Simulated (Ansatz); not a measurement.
Born–Oppenheimer molecular dynamics of C2H8AlFO (13 atoms, charge 0, multiplicity 1). It starts from a rough guess of a transition structure, not a stationary point.

Theory: UKS PBE0/6-31G in Ansatz.

```
ensemble                      : NVE (velocity Verlet)
time step                     : 0.5 fs
steps asked                   : 150
starting velocities drawn for : 600 K
seed                          : 926569
```

First frame:

```xyz
13
Properties=species:S:1:pos:R:3
Al -0.018 -0.158 -0.043
F 1.702 0.547 -1.046
C 0.625 -1.000 1.633
C -1.374 -0.448 -1.453
H 1.044 1.439 -0.576
O 0.124 2.014 0.087
H 1.707 -0.862 1.736
H 0.169 -0.583 2.536
H 0.440 -2.076 1.657
H -1.382 -1.461 -1.863
H -2.390 -0.235 -1.115
H -1.169 0.234 -2.285
H 0.522 2.591 0.732
```

Q: How far do the bonds stretch over the last three quarters of this one trajectory? (Pairs bonded in most of those frames.)

A: 
```csv
bond,mean (Å),spread (Å),shortest,longest
Al1–F2,1.762,0.078,1.66,1.98
Al1–C3,1.996,0.111,1.83,2.17
Al1–C4,1.979,0.068,1.87,2.10
Al1–O6,2.061,0.152,1.86,2.31
C3–H7,1.106,0.046,1.03,1.17
C3–H8,1.101,0.013,1.08,1.12
C3–H9,1.100,0.017,1.07,1.13
C4–H10,1.102,0.023,1.07,1.14
C4–H11,1.105,0.032,1.05,1.16
C4–H12,1.100,0.009,1.08,1.12
H5–O6,0.999,0.064,0.90,1.11
O6–H13,0.978,0.041,0.90,1.06
```

Mean temperature of the second half: 834 K. The conserved energy stayed within 0.43 meV per atom of its start (net change 0.2 meV per atom), so the integration is sound. The kinetic energy rose, since the run started high on the potential surface and went downhill. A run of 0.075 ps of so small a system gives no equilibrium averages. The orbitals were unrestricted but ended closed-shell. Limits of this set-up: no polarisation functions.

The run took 15 min on 1 thread of Arm Neoverse V1, on a shared host, peak memory 0.21 GiB.
